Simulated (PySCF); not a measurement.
PySCF input for Cl₂H₃HfOSi, SMILES [SiH3][O][Hf]([Cl])[Cl] (connectivity only; charge and spin as stated), neutral, multiplicity 2, PBE-D3(BJ)/def2-SVP. Geometry: PBE-D3(BJ)/def2-SVP. The spin state was assumed, not searched. The isomer is the one that the SMILES or the coordinates give; other isomers of the formula were not compared. The def2 effective core potentials stand for the cores of Hf; spin–orbit coupling is left out. One conformer was computed; it need not be the lowest.

```python
import numpy as np
from pyscf import gto, scf, dft, df
from pyscf.hessian import thermo

mol = gto.M(
    atom='''
    Hf    0.08702883    0.06647336    0.28906366
    Cl   -0.27808894   -1.54512322    1.97356047
    Cl    1.08515692    2.16791703    0.68256612
    O    -0.46034848   -0.35592687   -1.50791199
    Si   -0.93487161   -0.71829786   -3.09068534
    H    -0.52020034    0.40512637   -3.99634468
    H    -2.42706083   -0.88058505   -3.12198500
    H    -0.26797991   -1.99453338   -3.51551579
    ''',
    basis='def2-SVP',
    ecp={'Hf': 'def2-svp'},
    charge=0,
    spin=1,
    max_memory=1600,
    verbose=3,
)
mf = dft.UKS(mol, xc='pbe').density_fit(auxbasis='def2-universal-jkfit')
mf.disp = 'd3bj'
mf.grids.level = 3
mf.conv_tol = 1e-11
mf.max_cycle = 100
mf.kernel()
fine, coarse = mf.grids, dft.Grids(mol).set(level=1).build(with_non0tab=True)
for _ in range(3):  # follow internal instabilities
    mf.grids = coarse
    mo, _, stable, _ = mf.stability(return_status=True, nroots=4)
    mf.grids = fine
    if stable:
        break
    mf.kernel(mf.make_rdm1(mo, mf.mo_occ))

# [left out here: the lines that compute and print the analytic Hessian (its translational invariance restored by hand, since the grid's response is missing), thermochemistry and intensities]
```

Program output:

```

WARN: HOMO -0.398735198712373 >= LUMO -0.398735198712353

converged SCF energy = -1334.14066581116  <S^2> = 0.75240998  2S+1 = 2.0024085
<class 'pyscf.df.df_jk.DFUKS'> wavefunction is stable in the internal stability analysis

WARN: DFTD3 does not support analytical Hessian, using finite difference


WARN: Mole.unit (angstrom) is changed to Bohr

Mode                                 0                   1                   2
Irrep
Freq [cm^-1]                      -19.2765             37.9361             41.2830
Reduced mass [au]                   1.0285              7.5336             14.2179
Force const [Dyne/A]               -0.0002              0.0064              0.0143
Char temp [K]                     -27.7346             54.5816             59.3971
Normal mode                   x     y     z       x     y     z       x     y     z
       0  Hf                -0.00  0.00 -0.00    0.01  0.02 -0.01   -0.04  0.02  0.01
       1  Cl                 0.02 -0.01 -0.00   -0.03 -0.03 -0.06    0.07 -0.03 -0.02
       2  Cl                -0.01  0.01  0.00    0.02  0.00  0.07    0.07 -0.03 -0.02
       3   O                -0.01  0.00  0.00    0.02  0.05 -0.02   -0.05  0.02  0.01
       4  Si                 0.00 -0.00 -0.00   -0.04 -0.10  0.03    0.06 -0.03 -0.01
       5   H                 0.50 -0.26 -0.09   -0.10 -0.17 -0.08    0.08 -0.03 -0.01
       6   H                -0.06  0.55 -0.11   -0.04 -0.14  0.11    0.07 -0.07 -0.10
       7   H                -0.44 -0.30  0.20   -0.03 -0.12  0.12    0.12 -0.02  0.06
Mode                                 3                   4                   5
Irrep
Freq [cm^-1]                       82.5231            118.1305            149.5397
Reduced mass [au]                  33.4572              6.7588              8.2968
Force const [Dyne/A]                0.1342              0.0556              0.1093
Char temp [K]                     118.7324            169.9635            215.1543
Normal mode                   x     y     z       x     y     z       x     y     z
       0  Hf                -0.01 -0.01 -0.02   -0.02  0.01  0.00   -0.00 -0.01  0.00
       1  Cl                 0.05  0.08  0.06    0.02 -0.01 -0.00    0.01  0.00  0.04
       2  Cl                 0.00 -0.04  0.10    0.02 -0.01 -0.00   -0.01 -0.02 -0.03
       3   O                -0.01 -0.01 -0.03    0.19 -0.08 -0.04    0.07  0.20 -0.07
       4  Si                -0.01 -0.01 -0.03   -0.03  0.01  0.00   -0.00 -0.00 -0.00
       5   H                -0.01 -0.01 -0.03   -0.09  0.03  0.00   -0.08 -0.10 -0.16
       6   H                -0.01 -0.01 -0.03   -0.04  0.10  0.19    0.00 -0.05  0.10
       7   H                -0.01 -0.01 -0.03   -0.15 -0.01 -0.14    0.01 -0.04  0.12
Mode                                 6                   7                   8
Irrep
Freq [cm^-1]                      347.6134            379.2156            382.3879
Reduced mass [au]                  18.1433             43.1374             11.8850
Force const [Dyne/A]                1.2917              3.6549              1.0239
Char temp [K]                     500.1382            545.6068            550.1710
Normal mode                   x     y     z       x     y     z       x     y     z
       0  Hf                 0.00  0.00  0.00    0.01  0.03 -0.01    0.01  0.01  0.04
       1  Cl                -0.02 -0.07  0.07   -0.02 -0.07  0.07    0.01  0.03 -0.04
       2  Cl                 0.04  0.09  0.02   -0.04 -0.09 -0.01   -0.02 -0.05 -0.01
       3   O                -0.01 -0.01 -0.04   -0.01 -0.02  0.01   -0.02 -0.01 -0.05
       4  Si                -0.03 -0.02 -0.08    0.00 -0.00  0.00   -0.03 -0.03 -0.11
       5   H                -0.02 -0.02 -0.08    0.01  0.01  0.02   -0.04 -0.03 -0.13
       6   H                -0.03 -0.02 -0.09    0.00  0.01 -0.01   -0.03 -0.03 -0.13
       7   H                -0.03 -0.02 -0.09    0.00  0.00 -0.01   -0.04 -0.03 -0.13
Mode                                 9                  10                  11
Irrep
Freq [cm^-1]                      693.9328            695.2167            911.8179
Reduced mass [au]                   1.1865              1.1902              1.0533
Force const [Dyne/A]                0.3366              0.3389              0.5160
Char temp [K]                     998.4148           1000.2620           1311.9029
Normal mode                   x     y     z       x     y     z       x     y     z
       0  Hf                -0.00 -0.00  0.00   -0.00  0.00  0.00   -0.00 -0.00 -0.00
       1  Cl                 0.00  0.00 -0.00    0.00 -0.00 -0.00    0.00  0.00 -0.00
       2  Cl                 0.00  0.00 -0.00    0.00 -0.00 -0.00   -0.00 -0.00 -0.00
       3   O                 0.02  0.06 -0.02    0.06 -0.03 -0.01    0.00  0.01  0.01
       4  Si                -0.02 -0.05  0.02   -0.05  0.02  0.01   -0.02 -0.04  0.00
       5   H                 0.26  0.32  0.60    0.16 -0.05  0.02   -0.09 -0.08 -0.11
       6   H                -0.02  0.07 -0.34   -0.01 -0.19 -0.63   -0.09  0.69  0.03
       7   H                -0.07  0.07 -0.42    0.32  0.04  0.52    0.58  0.32 -0.08
Mode                                12                  13                  14
Irrep
Freq [cm^-1]                      914.3277            924.1211            998.5510
Reduced mass [au]                   1.0485              1.4932              3.3353
Force const [Dyne/A]                0.5164              0.7513              1.9594
Char temp [K]                    1315.5140           1329.6045           1436.6925
Normal mode                   x     y     z       x     y     z       x     y     z
       0  Hf                 0.00 -0.00  0.00    0.00  0.00  0.00   -0.00 -0.00 -0.01
       1  Cl                -0.00 -0.00  0.00   -0.00 -0.00  0.00    0.00  0.00 -0.00
       2  Cl                -0.00  0.00  0.00    0.00  0.00 -0.00   -0.00 -0.00  0.00
       3   O                -0.00  0.00 -0.00   -0.03 -0.02 -0.09    0.06  0.04  0.19
       4  Si                 0.03 -0.02 -0.00    0.02  0.01  0.08   -0.01 -0.01 -0.03
       5   H                -0.67  0.34  0.12   -0.18 -0.26 -0.37   -0.11 -0.14 -0.23
       6   H                -0.01  0.31 -0.28    0.03 -0.01 -0.45    0.01 -0.05 -0.29
       7   H                -0.23 -0.24  0.30   -0.14  0.09 -0.43   -0.13  0.01 -0.26
Mode                                15                  16                  17
Irrep
Freq [cm^-1]                     2177.4966           2188.0571           2188.5425
Reduced mass [au]                   1.0177              1.0527              1.0527
Force const [Dyne/A]                2.8431              2.9695              2.9707
Char temp [K]                    3132.9328           3148.1271           3148.8254
Normal mode                   x     y     z       x     y     z       x     y     z
       0  Hf                 0.00  0.00  0.00   -0.00 -0.00  0.00   -0.00  0.00  0.00
       1  Cl                 0.00  0.00 -0.00    0.00  0.00 -0.00    0.00 -0.00 -0.00
       2  Cl                -0.00 -0.00 -0.00    0.00  0.00 -0.00    0.00 -0.00 -0.00
       3   O                -0.00 -0.00 -0.00    0.00  0.00 -0.00    0.00 -0.00 -0.00
       4  Si                -0.00 -0.00 -0.02   -0.01 -0.04  0.01   -0.04  0.02  0.01
       5   H                -0.17 -0.44  0.35    0.22  0.58 -0.47    0.00  0.05 -0.03
       6   H                 0.56  0.06  0.01    0.36  0.02  0.01    0.71  0.08  0.01
       7   H                -0.25  0.48  0.16   -0.22  0.39  0.13    0.28 -0.56 -0.18
temperature 298.1500 [K]
pressure 101325.00 [Pa]
Rotational constants [GHz] 1.61489 0.91229 0.58710
Symmetry number 1
Zero-point energy (ZPE) 0.03014 [Eh]   79137.116 [J/mol]
                           tot       elec      trans        rot        vib
Entropy [J/mol/K]       415.028      5.763    179.735    126.765    102.765
Cv [J/mol/K]             99.718      0.000     12.472     12.472     74.775
Cp [J/mol/K]            108.033      0.000     20.786     12.472     74.775
Internal energy [J/mol]                      3718.434   3718.434  92966.848
Internal energy [Eh]   -1334.10242  -1334.14067
Enthalpy [J/mol]                             6197.391   3718.434  92966.848
Enthalpy [Eh]          -1334.10148
Gibbs free energy [J/mol]                  -47390.655 -34076.660  62327.581
Gibbs free energy [Eh] -1334.14861
mode   freq/cm-1   IR/(km/mol)
   1      -19.28         0.002
   2       37.94         0.210
   3       41.28         0.531
   4       82.52         1.412
   5      118.13         3.665
   6      149.54         2.309
   7      347.61        10.476
   8      379.22        70.362
   9      382.39        30.926
  10      693.93        45.614
  11      695.22        38.344
  12      911.82        68.826
  13      914.33        55.294
  14      924.12       823.468
  15      998.55       224.719
  16     2177.50        85.374
  17     2188.06       106.722
  18     2188.54       101.368
max |gradient| / (hartree/bohr): 0.00015315626493636895
APT charges: [ 1.5942 -0.4999 -0.4985 -1.3197  1.5244 -0.2669 -0.2668 -0.2668]
```

The calculation finished and met its thresholds. The end point has an imaginary mode, so it is no minimum.
